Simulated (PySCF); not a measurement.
C5H10FPSi.
SMILES with atom numbers: `[CH2:1]=[CH:2][C@@H:3]1[CH2:4][Si@@H:5]([PH2:6])[C@@H:7]1[F:8]`

Probes without a nucleus sit at each ring's centroid and 1 Å off its mean plane on both sides; NICS is minus the shielding there, NICSzz its component along the normal. Level: GIAO PBE0/pcSseg-1 (PySCF, non-relativistic, gas phase) on the GFN2-xTB geometry, one conformer.

Ring bond lengths (Å), with Mayer bond orders in brackets: C3–C4 1.547 (0.96), C4–Si5 1.916 (0.94), Si5–C7 1.931 (0.90), C7–C3 1.546 (0.94).

Q: What do the NICS probes read (ppm)?

A: 
| ring | type | NICS(0) | NICS(1), two faces | NICS(1)zz, two faces | rms pucker (Å) | centre to ring atoms, mean (Å) |
| --- | --- | --- | --- | --- | --- | --- |
| C3–C4–Si5–C7 | 4-membered ring with Si; formal bonds all single | -0.6 | 0.4 / -2.8 | 4.3 / 1.4 | 0.10 | 1.22 |

Q: What can be read from them?

A: 
- C3–C4–Si5–C7: mean NICS(1)zz 2.9 ppm, near zero. C3, C4, Si5, C7 have four or more neighbours; no verdict on aromaticity is drawn.

Q: List the ring angles and the Hirshfeld charges of the ring atoms.

A: 
- C3–C4–Si5–C7: C3 98.8° (-0.036 e), C4 91.5° (-0.164 e), Si5 75.3° (+0.301 e), C7 91.0° (-0.028 e); sum 356.6° against 360° for a flat convex ring.

Q: How shielded are the nuclei of the rings and their hydrogens (means over atoms taken as equivalent)?

A: 
| atoms | environment | σ isotropic (ppm) | principal values of the symmetric part, first atom (ppm) |
| --- | --- | --- | --- |
| C3 | allylic carbon | 134.3 | 116.6, 141.4, 144.9 |
| C4 | sp3 carbon bound to silicon | 173.1 | 153.8, 169.4, 196.3 |
| Si5 | SiH silicon | 351.2 | 314.7, 358.5, 380.6 |
| C7 | sp3 C–F carbon | 94.6 | 56.4, 80.6, 146.8 |
| H on C3 | methine hydrogen | 28.17 | 25.4, 26.4, 32.7 |
| H on C4 | methylene hydrogen | 30.71 | 26.8, 28.8, 36.6 |
| H on C4 | methylene hydrogen | 30.38 | 26.8, 28.4, 35.9 |
| H on Si5 | Si–H hydrogen | 25.96 | 22.2, 25.9, 29.8 |
| H on C7 | methine hydrogen | 26.57 | 24.2, 26.7, 28.8 |

Conformer computed: `[CH2:1]=[CH:2][C@@H:3]1[CH2:4][Si@@H:5]([PH2:6])[C@@H:7]1[F:8]`: C1–C2–C3–C4 -130°, H–P6–Si5–C4 -98°, H–P6–Si5–C4 169°.
